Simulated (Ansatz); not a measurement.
Ansatz (a program for electronic structure) input (B3LYP-D3(BJ)/def2-TZVP):

Ansatz 0.2 input:
```yaml
crystal:
  periodic: [false, false, false]
  atoms:
    - {symbol: Si, position_ang: [-0.00544589, 0.43887746, -0.02425339]}
    - {symbol: Br, position_ang: [-0.08894821, 1.57831736, -1.92113792]}
    - {symbol: Br, position_ang: [0.06793716, 1.75767566, 1.75430488]}
    - {symbol: N, position_ang: [1.49759595, -0.36606157, -0.04151632]}
    - {symbol: N, position_ang: [-1.50395459, -0.36944358, 0.07241400]}
    - {symbol: H, position_ang: [1.89023920, -0.77186924, -0.87127100]}
    - {symbol: H, position_ang: [1.95949404, -0.67539237, 0.79433476]}
    - {symbol: H, position_ang: [-1.97597181, -0.73831404, -0.73293246]}
    - {symbol: H, position_ang: [-1.86168402, -0.74490525, 0.93214816]}
basis:
  gaussian:
    orbitals: def2-TZVP
hamiltonian:
  xc: b3lyp
  dispersion: d3bj
relax: {f_tol: 0.002, max_steps: 150}
```

End of the output:

```
mean field -151023.92722994 eV, -5550.0269580057 hartree, gradient 2.6e-5 eV, S^2 0.000000; 0 other end points of the search recorded, 0 dependent functions left out
the calculation of the forces begins
reference -151023.92750455 eV, -5550.0269680975 hartree; 51, 51 occupied and 168, 168 virtual orbitals, 1573 factors
relax step  16: F+E_penalty+E_count = -151024.45471714 eV  Δ(F+E_penalty+E_count) = -5.712e-5 eV  max|allowed force component| = 2.263e-3 eV/Å  Δτ_max = 0.0030 Å  (32 SCF iters, accepted)
these checks for a lower state are left out or cut short: starts, cluster_reference, orbital_swaps, neighbouring_geometries, increment
integrals: 0.19 GiB planned
1573 factors; their error is unknown
mean field: 1.79 GiB planned
mean field evaluation 128: about -151023.9272 eV, gradient 1.7e-4 eV
mean field -151023.92721971 eV, -5550.0269576299 hartree, gradient 2.6e-5 eV, S^2 0.000000; 0 other end points of the search recorded, 0 dependent functions left out
the calculation of the forces begins
reference -151023.92749431 eV, -5550.0269677213 hartree; 51, 51 occupied and 168, 168 virtual orbitals, 1573 factors
relax step  17: F+E_penalty+E_count = -151024.45471892 eV  Δ(F+E_penalty+E_count) = -1.785e-6 eV  max|allowed force component| = 1.191e-3 eV/Å  Δτ_max = 0.0006 Å  (33 SCF iters, accepted)
integrals: 0.19 GiB planned
1573 factors; their error is unknown
mean field: 1.79 GiB planned
mean field -151023.92721971 eV, -5550.0269576299 hartree, gradient 2.6e-5 eV, S^2 0.000000; 1 other end points of the search recorded, 0 dependent functions left out
the calculation of the forces begins
reference -151023.92749431 eV, -5550.0269677213 hartree; 51, 51 occupied and 168, 168 virtual orbitals, 1573 factors
Total energy: -151024.45499352 eV, -5550.0463529597 hartree
Atom 0 at    -0.004687     0.447978    -0.023680 Å, force    -0.000004    -0.000418     0.000031 eV/Å
Atom 1 at    -0.096780     1.711416    -1.873931 Å, force    -0.000249    -0.000034     0.000541 eV/Å
Atom 2 at     0.072710     1.872230     1.706553 Å, force     0.000268    -0.000087    -0.000543 eV/Å
Atom 3 at     1.371427    -0.521643     0.161951 Å, force    -0.001191     0.000110    -0.000005 eV/Å
Atom 4 at    -1.370051    -0.549279    -0.121474 Å, force     0.001159     0.000037     0.000030 eV/Å
Atom 5 at     1.558203    -1.259245    -0.500262 Å, force     0.000245     0.000344     0.000311 eV/Å
Atom 6 at     2.212576    -0.145523     0.568657 Å, force     0.000608    -0.000151     0.000020 eV/Å
Atom 7 at    -2.215072    -0.220102    -0.559640 Å, force    -0.000594    -0.000142    -0.000024 eV/Å
Atom 8 at    -1.549062    -1.226947     0.603915 Å, force    -0.000242     0.000340    -0.000361 eV/Å
Dipole moment:     0.002877    -0.525828     0.023481 e Å
```
